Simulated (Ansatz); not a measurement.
A nudged elastic band was laid between two geometries of CH$_{4}$BNO (8 atoms, charge 0, multiplicity 1).

Computed with Ansatz 0.2.0, RKS B3LYP/6-31G*.

```yaml
movable_images: 5
climbing_image: yes
spring: 5.0 eV/Å²
optimiser: quadratic models (default)
start_path: IDPP
force_threshold: 0.03 eV/Å
iteration_limit: 60
end_points: relaxed
```

First end point:

```xyz
8
Properties=species:S:1:pos:R:3
N -0.223 1.219 0.168
B 0.571 0.156 -0.227
C -0.108 -1.293 -0.034
O -1.245 -1.404 0.406
H 0.036 2.194 0.120
H -1.150 1.034 0.539
H 1.668 0.317 -0.673
H 0.451 -2.223 -0.300
```

Last end point:

```xyz
8
Properties=species:S:1:pos:R:3
N -0.267 1.230 0.188
B 0.526 0.159 -0.210
C -0.085 -1.311 -0.048
O 0.511 -2.335 -0.338
H 0.027 2.196 0.129
H -1.199 1.117 0.570
H 1.618 0.342 -0.654
H -1.130 -1.399 0.363
```

Q: Which bonds break or form, and what moves?

A: No bond is made or broken. The dihedral N1–B2–C3–O4 goes from 1 to -179°.

Q: Give the energies along the band, and the barrier.

A: The forces met the threshold. The highest image is number 3 of 0 to 6, 0.139 eV above the first end and 0.052 eV above the last; the last end lies 0.086 eV above the first. A vibrational analysis at the climbing image gives one clearly imaginary mode, 86i cm⁻¹: a first-order saddle point.

```
image  path coordinate (Å)  energy (eV)  dihedral N1–B2–C3–O4 (°)
    0                 0.00        0.000                         1
    1                 0.74        0.051                        36
    2                 1.48        0.115                        70
    3                 2.21        0.139                       104
    4                 2.77        0.126                       128
    5                 3.33        0.100                       154
    6                 3.89        0.086                      -179
```

Q: What is the geometry of the highest image?

A: 
```xyz
8
Properties=species:S:1:pos:R:3
N 0.088 1.109 0.655
B 0.354 0.207 -0.369
C -0.296 -1.251 -0.355
O -1.241 -1.529 -1.079
H 0.437 2.058 0.650
H -0.513 0.910 1.445
H 1.061 0.540 -1.274
H 0.112 -2.045 0.327
```

Q: What are the harmonic wavenumbers there?

A: 86i, 260, 296, 588, 651, 818, 822, 946, 1022, 1158, 1382, 1452, 1678, 1771, 2657, 2787, 3575, 3662 cm⁻¹.

Time of the run: 110 s on 1 thread of Arm Neoverse V1 (shared host), peak memory 0.12 GiB.
